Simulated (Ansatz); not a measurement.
A nudged elastic band was laid between two geometries of F3H3NOTa + FH (11 atoms, charge 0, multiplicity 1).

All numbers below come from RKS B3LYP-D4/def2-SVP in Ansatz.

```
movable images  : 7
climbing image  : yes
spring          : 5.0 eV/Å²
optimiser       : quadratic models (default)
start path      : through a guess of the saddle point
force threshold : 0.05 eV/Å
iteration limit : 60
end points      : relaxed
```

Initial state:

```xyz
11
Properties=species:S:1:pos:R:3
Ta -0.036 0.328 0.036
N 1.932 -0.166 0.214
H 2.477 0.164 1.012
H 2.526 -0.227 -0.613
F 0.228 0.960 1.807
F 0.335 0.079 -1.810
F -1.039 1.874 -0.370
O -1.040 -1.209 0.381
H -0.570 -2.047 0.593
F 1.150 -2.702 0.789
H 1.605 -1.874 0.609
```

Final state:

```xyz
11
Properties=species:S:1:pos:R:3
Ta 0.056 -0.601 0.260
N 2.321 0.018 0.179
H 2.538 0.747 0.861
H 2.587 0.359 -0.747
F 0.333 -0.070 2.072
F 0.439 -0.946 -1.577
F -0.119 1.245 -0.188
O -1.736 -1.108 0.331
H -2.648 -1.402 0.380
F 0.890 -2.266 0.684
H 2.906 -0.793 0.392
```

Problem. What changes between the two ends?

Solution. Bonds broken: F10–H11. Bonds formed: Ta1–F10, N2–H11. F3H3NOTa + FH becomes F4H4NOTa.

Problem. What energy profile does the band end with?

Solution. It converged. The highest image is number 1 of 0 to 8, 0.037 eV above the first end and 1.846 eV above the last; the last end lies 1.809 eV below the first. A vibrational analysis at the climbing image gives one clearly imaginary mode, 93i cm⁻¹: a first-order saddle point. The orbitals stay closed-shell, which can raise the energy where a bond breaks towards radicals; this wasn't checked here.

```csv
image,path coordinate (Å),energy (eV),F10–H11 (Å),Ta1–F10 (Å),N2–H11 (Å)
0,0.00,0.000,0.96,3.34,1.78
1,0.86,0.037,0.97,2.97,1.71
2,1.38,-0.076,1.07,2.48,1.41
3,1.91,-0.898,1.52,2.13,1.07
4,2.43,-1.389,1.90,1.98,1.03
5,2.96,-1.591,2.15,1.94,1.02
6,3.48,-1.712,2.30,1.92,1.02
7,4.01,-1.783,2.42,1.92,1.02
8,4.53,-1.809,2.51,1.91,1.02
```

Problem. What is the geometry of the highest image?

Solution. 
```xyz
11
Properties=species:S:1:pos:R:3
Ta 0.008 0.183 0.069
N 2.031 -0.077 0.199
H 2.544 0.324 0.984
H 2.599 -0.069 -0.648
F 0.229 0.669 1.893
F 0.350 -0.214 -1.758
F -0.789 1.824 -0.354
O -1.256 -1.177 0.357
H -1.053 -2.099 0.583
F 1.158 -2.467 0.740
H 1.746 -1.716 0.581
```

The band took 19 iterations and of the order of 25 core-minutes.

The run took 6.5 min on 4 threads of Arm Neoverse V2, on a shared host, peak memory 0.41 GiB.
